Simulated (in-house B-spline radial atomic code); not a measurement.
Computed with a B-spline radial atomic code. Model: two electrons, singlet ground state, non-relativistic, full CI in B-splines with partial waves to l = 8 (at full coupling up to 3e-4 hartree above the limit, correlation up to 0.6 % small), density held at that of full coupling by Lieb maximisation.

Along the adiabatic connection the electron repulsion is scaled by a coupling λ while a local potential keeps the density fixed. At λ = 0 the system is the Kohn-Sham one and W equals the exchange energy; the exchange-correlation energy is the area under W between 0 and 1. The kinetic energy rises with λ as the electrons avoid each other, with dT/dλ = −λ dW/dλ.

Command:
```bash
python run_ac.py task.json out
```
Settings (lengths in bohr, energies in hartree):
```
potential              yukawa
strength               2.21
lmax                   8
second                 0.702
```

Run time, properties included: 47 s on 1 thread of Intel(R) Xeon(R) Processor @ 2.30GHz, on a shared host.

**W = mean repulsion less Hartree energy, and W of three functionals.**

Given: confinement screened point charge; nuclear charge 2.21; screening of the nucleus 0.702 1/bohr; external potential -Z exp(-k r)/r.

Computed: LDA exchange minus exact 132.32 millihartree; SCAN exchange minus exact -12.278 millihartree.

```csv
coupling,W xc (hartree),W xc minus exchange (millihartree),kinetic minus Kohn-Sham (millihartree),LDA (PW92) W minus its exchange (millihartree),PBE W minus its exchange (millihartree),SCAN W minus its exchange (millihartree)
0,-1.0059,0,0,0,0,0
0.02,?,?,?,?,?,?
0.05,?,?,?,?,?,?
0.12,-1.0179,-12.031,0.71,-45.76,-9.9,-10.34
0.25,-1.0302,-24.312,2.98,-76.05,-20.56,-20.65
0.4,-1.0435,-37.593,7.28,-103.27,-32.46,-31.68
0.6,-1.0598,-53.963,15.44,-132.63,-47.49,-45.23
0.8,-1.0748,-68.97,25.93,-157.03,-61.55,-57.65
1,-1.0886,-82.767,38.33,-178.04,-74.69,-69.12
1.4,-1.1131,-107.25,67.58,-213.1,-98.5,-89.7
2,-1.1436,-137.71,119.03,-254.33,-129.07,-115.93
3,-1.1824,-176.52,215.01,-305.23,-169.92,-150.74
4.5,-1.2229,-217.06,364.99,-358.7,-215.63,-189.32
7,-1.2654,-259.57,604.84,-417.43,-268.18,-232.57
```

Problem. What belongs in the row 0.02?

Solution. W xc (hartree): -1.0079; W xc minus exchange (millihartree): -2.054; kinetic minus Kohn-Sham (millihartree): 0.02; LDA (PW92) W minus its exchange (millihartree): -11.76; PBE W minus its exchange (millihartree): -1.62; SCAN W minus its exchange (millihartree): -1.8.

Problem. What belongs in the row 0.05?

Solution. W xc (hartree): -1.011; W xc minus exchange (millihartree): -5.098; kinetic minus Kohn-Sham (millihartree): 0.13; LDA (PW92) W minus its exchange (millihartree): -23.99; PBE W minus its exchange (millihartree): -4.09; SCAN W minus its exchange (millihartree): -4.43.

Problem. What is the PBE exchange minus exact?

Solution. -0.8848 millihartree.

**Energy parts, natural occupations and partial-wave weights.**

Computed: total energy -1.2981 hartree; exchange energy -1.0059 hartree; correlation energy -0.044441 hartree; kinetic part of the DFT correlation energy 0.038327 hartree; initial slope twice GL2 -0.10319 hartree; Hartree energy 2.0118 hartree; Lieb Oxford ratio E_xc over LDA exchange 1.2023.

| natural | occupation of the shell (electrons) |
| --- | --- |
| s | 1.9804 |
| s | ? |
| p | 0.0068192 |
| d | 0.00029131 |
| p | 0.00025886 |
| s | 0.00020246 |

Problem. What belongs in the row s?

Solution. occupation of the shell (electrons): 0.011884.

```
wave      weight
   s     0.99625
   p           ?
   d  0.00016507
   f  2.2661e-05
   g  5.1762e-06
```

Problem. What belongs in the row p?

Solution. weight: 0.0035523.

Problem. What is the kinetic part over minus potential part?

Solution. 0.46307.

Problem. What is the Kohn-Sham kinetic?

Solution. 2.9708 hartree.

Half-way to full coupling W has made 55 % of its drop, against 50 % for a straight line, and second-order (GL2) theory, half the initial slope, overshoots the correlation energy by about 16 %: a moderate bend, as in light atoms. Over couplings 0 to 1 the errors in E_xc come to about +66 millihartree for LDA, +4.4 millihartree for PBE, -5.1 millihartree for SCAN, so PBE is nearest. In LDA and PBE and SCAN the errors of exchange and correlation have opposite signs, so the sum is smaller than the larger of the two.
